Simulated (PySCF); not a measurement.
C8H10FP.
SMILES with atom numbers: `[CH3:1][P:2]([CH3:3])[c:4]1[cH:5][cH:6][c:7]([F:8])[cH:9][cH:10]1` (hydrogens: H11, H12, H13 on C1; H14, H15, H16 on C3; H17 on C5; H18 on C6; H19 on C9; H20 on C10)

The same species was optimised twice, with GFN2-xTB and with PBE0-D3(BJ)/def2-SVP (PySCF), and the same property calculations (PySCF, gas phase) were run on both structures.

| coordinate | GFN2-xTB | PBE0-D3(BJ)/def2-SVP | change |
| --- | --- | --- | --- |
| C7–F8 (Å) | 1.350 | 1.332 | -0.018 |
| C4–C10 (Å) | 1.390 | 1.402 | +0.012 |
| C5–C6 (Å) | 1.383 | 1.394 | +0.011 |
| C4–C5 (Å) | 1.391 | 1.400 | +0.009 |
| C9–C10 (Å) | 1.382 | 1.391 | +0.009 |
| C7–C9 (Å) | 1.383 | 1.391 | +0.008 |
| C6–C7 (Å) | 1.382 | 1.388 | +0.006 |
| C1–P2 (Å) | 1.854 | 1.851 | -0.003 |
| P2–C3 (Å) | 1.854 | 1.851 | -0.003 |
| P2–C4 (Å) | 1.846 | 1.846 | 0.000 |
| C1–P2–C4 (°) | 99.1 | 100.8 | +1.7 |
| C3–P2–C4 (°) | 99.1 | 100.7 | +1.6 |
| P2–C4–C5 (°) | 116.7 | 117.9 | +1.2 |
| C1–P2–C3 (°) | 98.3 | 99.4 | +1.1 |
| C5–C4–C10 (°) | 119.0 | 118.2 | -0.8 |
| C4–C10–C9 (°) | 120.7 | 121.3 | +0.6 |
| P2–C4–C10 (°) | 124.3 | 123.9 | -0.4 |
| C6–C7–C9 (°) | 121.9 | 121.6 | -0.3 |
| C1–P2–C4–C5 (°) | -130 | -130 | 0 |

Rotational constants: A = 2851, B = 593.3, C = 563.0 MHz (GFN2-xTB) against A = 2835, B = 583.9, C = 555.2 MHz (PBE0-D3(BJ)/def2-SVP).

On the GFN2-xTB structure: HOMO (eV) -6.78 [PBE0/pcSseg-1]; LUMO (eV) -0.69 [PBE0/pcSseg-1]; dipole (D) 1.54 [PBE0/pcSseg-1]; GIAO shielding of C1/C3 (mean) (ppm) 166.8 [PBE0/pcSseg-1]; GIAO shielding of P2 (ppm) 387.9 [PBE0/pcSseg-1]; GIAO shielding of C4 (ppm) 43.6 [PBE0/pcSseg-1]; GIAO shielding of C5/C10 (mean) (ppm) 46.5 [PBE0/pcSseg-1]; GIAO shielding of C6/C9 (mean) (ppm) 65.8 [PBE0/pcSseg-1]; GIAO shielding of C7 (ppm) 12.8 [PBE0/pcSseg-1]; GIAO shielding of F8 (ppm) 284.3 [PBE0/pcSseg-1].

Task: What do these properties become on the PBE0-D3(BJ)/def2-SVP structure?

Result: 
```json
{"property": "HOMO (eV)", "level": "PBE0/pcSseg-1", "on GFN2-xTB": "-6.78", "on PBE0-D3(BJ)/def2-SVP": "-6.67", "change": "+0.11"}
{"property": "LUMO (eV)", "level": "PBE0/pcSseg-1", "on GFN2-xTB": "-0.69", "on PBE0-D3(BJ)/def2-SVP": "-0.71", "change": "-0.02"}
{"property": "dipole (D)", "level": "PBE0/pcSseg-1", "on GFN2-xTB": "1.54", "on PBE0-D3(BJ)/def2-SVP": "1.47", "change": "-0.07"}
{"property": "energy, GFN2-xTB geometry as zero (kcal/mol)", "level": "PBE0/pcSseg-1", "on GFN2-xTB": "0.0", "on PBE0-D3(BJ)/def2-SVP": "-0.6", "change": "-0.6"}
{"property": "GIAO shielding of C1/C3 (mean) (ppm)", "level": "PBE0/pcSseg-1", "on GFN2-xTB": "166.8", "on PBE0-D3(BJ)/def2-SVP": "165.9", "change": "-0.9"}
{"property": "GIAO shielding of P2 (ppm)", "level": "PBE0/pcSseg-1", "on GFN2-xTB": "387.9", "on PBE0-D3(BJ)/def2-SVP": "382.1", "change": "-5.8"}
{"property": "GIAO shielding of C4 (ppm)", "level": "PBE0/pcSseg-1", "on GFN2-xTB": "43.6", "on PBE0-D3(BJ)/def2-SVP": "42.8", "change": "-0.8"}
{"property": "GIAO shielding of C5/C10 (mean) (ppm)", "level": "PBE0/pcSseg-1", "on GFN2-xTB": "46.5", "on PBE0-D3(BJ)/def2-SVP": "43.3", "change": "-3.2"}
{"property": "GIAO shielding of C6/C9 (mean) (ppm)", "level": "PBE0/pcSseg-1", "on GFN2-xTB": "65.8", "on PBE0-D3(BJ)/def2-SVP": "63.9", "change": "-1.9"}
{"property": "GIAO shielding of C7 (ppm)", "level": "PBE0/pcSseg-1", "on GFN2-xTB": "12.8", "on PBE0-D3(BJ)/def2-SVP": "12.8", "change": "0.0"}
{"property": "GIAO shielding of F8 (ppm)", "level": "PBE0/pcSseg-1", "on GFN2-xTB": "284.3", "on PBE0-D3(BJ)/def2-SVP": "285.8", "change": "+1.5"}
```

The heavy atoms differ by 0.026 Å rms after alignment. Among bonds between heavy atoms C7–F8 changes most (-0.018 Å). Changes are differences of the printed values. Neither structure is proved a minimum here.

Conformer computed: `[CH3:1][P:2]([CH3:3])[c:4]1[cH:5][cH:6][c:7]([F:8])[cH:9][cH:10]1`: C1–P2–C4–C5 -130°.
